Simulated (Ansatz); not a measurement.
CH₄ClF₂NTi (`C[NH][Ti]([F])([F])[Cl]`). Charge 0, multiplicity 1.

```xyz
10

C    -1.456   -0.068    0.195
N    -0.081   -0.245    0.608
Ti    1.421    0.261   -0.323
F     2.756    0.198    0.808
F     1.088    1.841   -1.015
Cl    1.720   -1.180   -1.973
H    -1.497    0.535   -0.715
H    -2.038    0.451    0.963
H    -1.934   -1.029   -0.020
H     0.021   -0.764    1.473
```

(1) List the harmonic frequencies (cm⁻¹, unscaled) at PBE0-D4/def2-TZVP in Ansatz. (Best estimate.)

(2) Is this a minimum?

(3) Give the ideal-gas thermochemistry at 298.15 K and 1 bar (rigid rotor, harmonic oscillator; point group C1, symmetry number 1).

(4) And at 400, 500, 600, 800 and 1000 K?

## Answers

(1) The calculation gave: 53, 109, 118, 155, 177, 185, 218, 248, 443, 493, 670, 738, 792, 1043, 1112, 1126, 1357, 1453, 1479, 1499, 3028, 3091, 3124, 3560.

(2) Yes, all 24 modes are real.

(3) Zero-point energy 157.1 kJ/mol; H(298) − E = 182.8 kJ/mol; entropy 394.4 J/(mol·K), of which translation 171.5, rotation 119.7, vibration 103.2; G(298) − E = 65.2 kJ/mol. Modes under 100 cm⁻¹ are hindered rotations or soft bends, so the harmonic entropy is rough.

(4) 
```json
{"T (K)": "400", "H − E (kJ/mol)": "196.1", "S (J/mol/K)": "432.6", "G − E (kJ/mol)": "23.0"}
{"T (K)": "500", "H − E (kJ/mol)": "210.6", "S (J/mol/K)": "464.9", "G − E (kJ/mol)": "-21.9"}
{"T (K)": "600", "H − E (kJ/mol)": "226.3", "S (J/mol/K)": "493.5", "G − E (kJ/mol)": "-69.8"}
{"T (K)": "800", "H − E (kJ/mol)": "260.4", "S (J/mol/K)": "542.4", "G − E (kJ/mol)": "-173.6"}
{"T (K)": "1000", "H − E (kJ/mol)": "297.1", "S (J/mol/K)": "583.4", "G − E (kJ/mol)": "-286.3"}
```
